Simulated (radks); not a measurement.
Values are calculated unless marked as measured or tabulated.
How relativity changes the ionisation of neutral gold ([Xe] 4f14 5d10 6s1) to Au+ ([Xe] 4f14 5d10). Spin-unpolarised spherical Kohn-Sham, PBE, point nucleus unless stated (finite: rms radius 5.4371 fm), a radial shooting solver on a logarithmic mesh with Libxc functionals. A level marked "c x" has the speed of light scaled by that factor.

level                        E(Au) (hartree)  E(Au+) (hartree)  IE (eV)   HOMO  <r> HOMO (bohr)
non-rel.                         -17869.1361       -17868.8684    7.284     6s            3.374
scalar-rel.                      -19011.8709       -19011.5251    9.409     6s            2.867
scalar-rel., finite nucleus      -19007.6191       -19007.2736    9.402     6s            2.869
Dirac                            -19048.0965       -19047.7501    9.427  6s1/2            2.867
Dirac, finite nucleus            -19043.7959       -19043.4497    9.420  6s1/2            2.868
Dirac, c x 0.75                  -20408.5425       -20408.0755   12.707  5d5/2            1.736
Dirac, c x 10                    -17879.0216       -17878.7533    7.300  6s1/2            3.370
Dirac, c x 100                   -17869.2348       -17868.9671    7.285  6s1/2            3.374

NIST Atomic Spectra Database: 9.226 eV (measured). The relativistic part of the total energy of Au is -1175 hartree (Dirac, finite nucleus), 6.6 % of the non-relativistic value. Spin polarisation and multiplet splitting of open shells are left out at every level.

Beside tabulated values, note that relativity, absent from the non-relativistic runs, is large for the heavy elements, and spin-unpolarised runs miss the spin-polarisation part of the exchange energy of open shells.
